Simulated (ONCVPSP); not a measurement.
**bismuth (Bi), ONCV: configuration errors across variants**

```json
{"Element": "Bi (Z = 83)", "Generator": "ONCVPSP 4.0.1", "Type": "optimised norm-conserving Vanderbilt (ONCV)", "Functional": "revPBE", "Relativity": "scalar-relativistic", "Frozen core": "[Xe] 4f14 5d10", "Valence charge": "5", "Reference configuration": "6s2 6p2.75 (charge +0.25)", "Partial waves": "6s: rc 1.65 bohr, ncon 5, nbas 10, qcut 3.5 1/bohr, 2 projectors, debl 3.4 Ha; 6p: rc 2.30 bohr, ncon 4, nbas 7, qcut 3.7 1/bohr, 1 projector", "Local potential": "polynomial inside 1.60 bohr (lpopt 4, dvloc0 3 Ha)", "Core correction": "none"}
```

All-electron excitation energies from the reference (eV): (1) 6s2 6p3 -1.326; (2) 6s2 6p2 6.516; (3) 6s2 6p1 21.663; (4) 6s1 6p0 90.120.

Errors AE − PS in meV (a dash: test not solved or not reliable):

```json
{"change": "base", "(1)": "+0.6", "(2)": "-4.3", "(3)": "-20", "(4)": "-18", "bound ghosts": "none", "GHOST(+) flags above zero": "s"}
{"change": "p: qcut 2.4", "(1)": "+0.6", "(2)": "-4.4", "(3)": "-22", "(4)": "-44", "bound ghosts": "none", "GHOST(+) flags above zero": "s"}
{"change": "p: qcut 3.3", "(1)": "+0.6", "(2)": "-4.4", "(3)": "-21", "(4)": "-27", "bound ghosts": "none", "GHOST(+) flags above zero": "s"}
{"change": "p: qcut 4", "(1)": "+0.6", "(2)": "-4.3", "(3)": "-20", "(4)": "-13", "bound ghosts": "none", "GHOST(+) flags above zero": "s"}
{"change": "p: qcut 4.5", "(1)": "+0.6", "(2)": "-4.3", "(3)": "-19", "(4)": "-7.9", "bound ghosts": "none", "GHOST(+) flags above zero": "s"}
{"change": "p: qcut 4.8", "(1)": "+0.6", "(2)": "-4.3", "(3)": "-19", "(4)": "-6.4", "bound ghosts": "none", "GHOST(+) flags above zero": "s"}
{"change": "p: qcut 5.5", "(1)": "+0.6", "(2)": "-4.3", "(3)": "-19", "(4)": "-6.8", "bound ghosts": "none", "GHOST(+) flags above zero": "s"}
```

**Question.** Give the same row for: p: qcut 2.9.

**Answer.** +0.6, -4.4, -22, -36; bound ghosts: none; GHOST(+) flags above zero: s.
